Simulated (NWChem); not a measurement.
System meant: CH$_{3}$ClO$_{2}$Si; SMILES [SiH2](OC=O)Cl

Here is an NWChem input.

```
start job
memory heap 200 mb stack 900 mb global 1100 mb
geometry units angstroms noautoz
  O      1.061597    -1.843386     0.392788
  C      0.218906    -1.899053    -0.453184
  O     -0.718909    -0.965844    -0.652419
  Si    -0.830358     0.409600     0.346965
  Cl     0.717687     1.697250    -0.042372
  H      0.105118    -2.730150    -1.179764
  H     -0.821008     0.011908     1.772649
  H     -2.100199     1.037611    -0.078502
end
basis spherical
  * library def2-svp
end
dft
  xc pbe0
  iterations 4
  mulliken
end
task dft energy
```

End of the output:

```
    Atom       Charge   Shell Charges
 -----------   ------   -------------------------------------------------------
    1 O    8     8.15   1.97  0.93  0.65  2.68  1.89  0.03
    2 C    6     5.88   1.96  0.60  0.30  1.76  0.97  0.29
    3 O    8     8.21   1.97  0.91  0.59  2.73  1.98  0.02
    4 Si  14    13.55   2.00  1.93  0.67  0.34  5.81  1.23  1.04  0.52
    5 Cl  17    17.05   2.00  1.96  1.05  0.79  5.82  2.26  3.15  0.02
    6 H    1     0.99   0.65  0.28  0.07
    7 H    1     1.08   0.64  0.41  0.03
    8 H    1     1.09   0.65  0.42  0.02

 center of mass
 --------------
 x =   0.05882878 y =   0.05772568 z =  -0.01586713

 moments of inertia (a.u.)
 ------------------
         879.885453809129          -0.000000000000           0.000000000000
          -0.000000000000         312.537784192619          -0.000000000000
           0.000000000000          -0.000000000000        1058.338312924197

     Multipole analysis of the density
     ---------------------------------

     L   x y z        total         alpha         beta         nuclear
     -   - - -        -----         -----         ----         -------
     0   0 0 0     -0.000000    -28.000000    -28.000000     56.000000

     1   1 0 0     -0.817984     -0.408992     -0.408992     -0.000000
     1   0 1 0     -0.164713     -0.082357     -0.082357      0.000000
     1   0 0 1     -0.146264     -0.073132     -0.073132      0.000000

     2   2 0 0    -33.083611    -82.434431    -82.434431    131.785252
     2   1 1 0      0.783498      3.499717      3.499717     -6.215937
     2   1 0 1     -2.173444      0.107238      0.107238     -2.387920
     2   0 2 0    -30.818836   -223.839149   -223.839149    416.859462
     2   0 1 1      2.276664     -1.717403     -1.717403      5.711469
     2   0 0 2    -31.504832    -36.278128    -36.278128     41.051423

 ------------------------------------------------------------------------
 dft energy failed                                                                                  0
 ------------------------------------------------------------------------
 ------------------------------------------------------------------------
  current input line :
    21: task dft energy
 ------------------------------------------------------------------------
 ------------------------------------------------------------------------
 This type of error is most commonly associated with calculations not reaching convergence criteria
 ------------------------------------------------------------------------
 For more information see the NWChem manual at https://nwchemgit.github.io

0:dft energy failed:Received an Error in Communication
```

Q: Can this run be used? If not, why, and what is the fix?

A: The run did not converge; its last values are not results. Cause: the SCF was allowed too few iterations. This input runs:
```
start job
memory heap 200 mb stack 900 mb global 1100 mb
geometry units angstroms noautoz
  O      1.061597    -1.843386     0.392788
  C      0.218906    -1.899053    -0.453184
  O     -0.718909    -0.965844    -0.652419
  Si    -0.830358     0.409600     0.346965
  Cl     0.717687     1.697250    -0.042372
  H      0.105118    -2.730150    -1.179764
  H     -0.821008     0.011908     1.772649
  H     -2.100199     1.037611    -0.078502
end
basis spherical
  O library def2-svp
  C library def2-svp
  Si library def2-svp
  Cl library def2-svp
  H library def2-svp
end
dft
  xc pbe0
  iterations 150
  mulliken
end
task dft energy
```
It converges to -939.28173 Ha (PBE0/def2-SVP).
